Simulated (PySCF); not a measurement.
Telling isomers of C$_{4}$H$_{6}$F$_{2}$O$_{2}$Si apart by NMR

PySCF calculation with PBE0/pcSseg-1 with gauge-including orbitals and coordinates at the GFN2-xTB level; non-relativistic Hamiltonian, one conformer, one averaged value for each set of equivalent atoms, in vacuum.

Chemical shifts δ = σref − σ; TMS for 1H and 13C, all at this level. Splittings of carbon signals by F and P are missing where no couplings were computed. Where no couplings were computed, multiplicities follow the n + 1 count of equivalent neighbours, and m marks all less simple cases (inequivalent or close neighbours, rings, F or P nearby). Acid and N–H amide carbonyl carbons lie up to 10 ppm further downfield in solution (hydrogen bonding). Shifts are as computed. Against solution values, carbons near 30 ppm lie about +3 ppm off and those near 130 ppm about +5 ppm. Of 1309 compounds with measured shifts, 239 miss one by over three times the rms of a fit or turn the order of signals round; such compounds aren't used in these exercises. OH and NH positions are gas-phase values without hydrogen bonding to other molecules.

(1) Tabulate the signals of `O=C(O)/C=C(\F)C[SiH2]F`, `O=C/C(=C/O[SiH3])C(F)F`, `O=C(O)[C@@H]([SiH3])/C(F)=C\F` and their relative energies.

(2) What is the quickest way to tell O=C(O)/C=C(\F)C[SiH2]F from O=C/C(=C/O[SiH3])C(F)F?

(3) What is the quickest way to tell O=C(O)/C=C(\F)C[SiH2]F from O=C(O)[C@@H]([SiH3])/C(F)=C\F?

(4) What is the quickest way to tell O=C/C(=C/O[SiH3])C(F)F from O=C(O)[C@@H]([SiH3])/C(F)=C\F?

Answers

(1) 
| SMILES | carbon types | δC | δH | E rel. (kcal/mol) |
| --- | --- | --- | --- | --- |
| O=C(O)/C=C(\F)C[SiH2]F | 2×C 1×CH 1×CH2 | 181.3, 166.9, 101.9, 28.2 | 5.70 (br s, 1H), 5.27 (m, 2H), 5.25 (m, 1H), 2.43 (m, 2H) | 0.0 |
| O=C/C(=C/O[SiH3])C(F)F | 1×C 3×CH | 191.4, 163.4, 124.1, 115.9 | 10.04 (m, 1H), 7.82 (m, 1H), 7.24 (m, 1H), 5.15 (s, 3H) | 44.6 |
| O=C(O)[C@@H]([SiH3])/C(F)=C\F | 2×C 2×CH | 175.0, 164.0, 152.9, 34.8 | 7.60 (m, 1H), 6.10 (br s, 1H), 4.31 (d, 3H), 3.15 (m, 1H) | 53.9 |

Energies are electronic energies at PBE0/pcSseg-1 on these geometries, without zero-point or thermal terms, each for the one conformer computed, which needn't be the lowest.

(2) Both give the same number of carbon signals, but DEPT or the intensities differ. The first has an allylic sp3 CH2 bonded to Si at 28.2 ppm, the second an aldehyde carbonyl carbon (CH) at 191.4 ppm. Their most deshielded carbons lie at 181.3 and 191.4 ppm. In the proton spectra the most deshielded non-exchanging signals are 5.27 (m, 2H) and 10.04 (m, 1H).

(3) Both give the same number of carbon signals, but DEPT or the intensities differ. The first has an allylic sp3 CH2 bonded to Si at 28.2 ppm, the second an sp3 CH bonded to Si, α to a carbonyl at 34.8 ppm. Their most deshielded carbons lie at 181.3 and 175.0 ppm. In the proton spectra the most deshielded non-exchanging signals are 5.27 (m, 2H) and 7.60 (m, 1H).

(4) Both give the same number of carbon signals, but DEPT or the intensities differ. The first has a β carbon of an enol-ether or enamine type C=C (C) at 124.1 ppm, the second an sp3 CH bonded to Si, α to a carbonyl at 34.8 ppm. Their most deshielded carbons lie at 191.4 and 175.0 ppm. In the proton spectra the most deshielded non-exchanging signals are 10.04 (m, 1H) and 7.60 (m, 1H).
